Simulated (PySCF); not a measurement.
C9H5N3S2, SMILES c1cc(-c2nccs2)c2nsnc2c1.

The structure is a stationary point at B3LYP-D3(BJ)/def2-SVP. This is a generated structure with no PubChem entry under its InChIKey; it may be hypothetical. One conformer was computed; it need not be the lowest.

These are PBE/def2-SVP (PySCF) values and carry that method's errors.

Isolated molecule, no solvent.

| Quantity | Result |
|---|---|
| total energy | -1305.04088 hartree |
| point group | Cs |
| highest occupied level | -5.55 eV |
| lowest empty level | -3.35 eV |
| orbital gap | 2.20 eV |
| dipole moment | 0.43 D |
| quadrupole, principal values (traceless, Buckingham form, about the centre of nuclear charge) | -9.04, -2.42, 11.46 D·Å |
| mean static polarisability | 155.7 bohr³ (23.07 Å³) |
| polarisability, principal values | 60.9, 175.3, 230.8 bohr³ |
